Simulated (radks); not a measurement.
Spherical quantum dot in the effective-mass picture: electrons in a hard-walled sphere of radius 3.13, all in effective atomic units (hartree* = m*/eps^2 hartree, bohr* = eps/m* bohr), one dielectric constant everywhere. Method: non-relativistic Kohn-Sham, PBEsol, spin-polarised, spherical densities; computed with a radial shooting solver with Libxc functionals. Levels are named by radial order and angular momentum (1s, 1p, 1d, 2s, ...), and open shells are averaged over m.

N = 12, configuration 1s2 1p6 1d(up 4, down 0). This is the lowest configuration that the search found. Occupied and some empty levels:

level    occupation  eigenvalue (hartree*)  <r> (bohr*)
1s up             1                 5.4695        1.931
1s down           1                 5.5500        1.908
1p up             3                 5.8015        2.069
1p down           3                 5.8920        2.059
1d up             4                 6.3257        2.171
1d down           0                 6.4222        2.165
1f up             0                 7.0146        2.249
2s up             0                 7.1130        1.446
1f down           0                 7.1147        2.247
2s down           0                 7.1484        1.450
2p up             0                 8.0477        1.653
2p down           0                 8.0990        1.651

Energy (hartree*): total 41.4487, kinetic 15.221, external 0, Hartree 31.582, exchange-correlation -5.3542.
